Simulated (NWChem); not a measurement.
MgSiNH5O; SMILES [O]([Mg][NH2])[SiH3]

```xyz
9

Mg     0.0018    -1.2357     0.0001
N     -0.0029    -3.1284    -0.0003
H      0.8188    -3.7397    -0.0005
H     -0.8285    -3.7343     0.0001
O      0.0068     0.5797     0.0009
Si    -0.0022     2.2295    -0.0003
H     -0.0354     2.7836    -1.4060
H      1.2273     2.7901     0.6764
H     -1.2077     2.7776     0.7282
```
Atoms are numbered in this order, from 1.

Program: NWChem. Geometry: optimised at PBE-D3(BJ)/def2-SVP. Level M06-2X/def2-SVP: energy and gradient on several grids; changes count from the extra-fine grid, which is no exact limit either.

```json
[
 {"grid": "xcoarse", "size of the energy change (μHa)": "30000", "largest change of a gradient component (μHa/bohr)": "6000", "time, medium = 1 (rough)": "about 1"},
 {"grid": "coarse", "size of the energy change (μHa)": "800", "largest change of a gradient component (μHa/bohr)": "300", "time, medium = 1 (rough)": "about 1"},
 {"grid": "medium", "size of the energy change (μHa)": "90", "largest change of a gradient component (μHa/bohr)": "600", "time, medium = 1 (rough)": "about 1"},
 {"grid": "fine", "size of the energy change (μHa)": "< 10", "largest change of a gradient component (μHa/bohr)": "70", "time, medium = 1 (rough)": "about 1"},
 {"grid": "xfine", "size of the energy change (μHa)": "< 10", "largest change of a gradient component (μHa/bohr)": "< 30", "time, medium = 1 (rough)": "3"}
]
```
